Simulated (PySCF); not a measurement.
## C₆ coefficients of unlike pairs at UHF

Calculated with PySCF 2.14 from the dipole response of each species, C₆(A,B) = (3/π) ∫ α_A(iu) α_B(iu) du, in atomic units, from isotropic polarisabilities. For ions this is the dispersion term alone; charge-induced terms of lower order in 1/R come first.

| species | configuration | basis | relativity | α (bohr³) | C₆ (like pair) |
| --- | --- | --- | --- | --- | --- |
| Ni³⁺ | [Ar] 3d7 (4F) | dyall-av2z (16s12p7d2f) | none | 1.398 | 3.100 |
| B³⁺ | 1s2 (1S) | aug-cc-pCVQZ-DK (9s8p6d4f2g) | spin-free X2C | 0.01948 | 0.002565 |
| O⁺ | [He] 2s2 2p3 (4S) | dyall-av3z (15s9p3d2f) | none | 2.632 | 4.957 |
| Cl²⁺ | [Ne] 3s2 3p3 (4S) | aug-cc-pwCVDZ (6s5p3d) | none | 6.023 | 21.65 |

(1) Estimate C₆ for O⁺ with Ni³⁺.

No spin-orbit coupling is included.

The other pairs:

| pair | C₆ |
| --- | --- |
| B³⁺, Ni³⁺ | 0.07608 |
| Cl²⁺, O⁺ | 10.25 |
| O⁺, B³⁺ | 0.07435 |
| Cl²⁺, B³⁺ | 0.1365 |
| Cl²⁺, Ni³⁺ | 7.267 |

Results:

(1) The integral gives 3.687. The combination rule 2 C_A C_B / (C_A α_B/α_A + C_B α_A/α_B) gives 3.629 and the geometric mean 3.920.
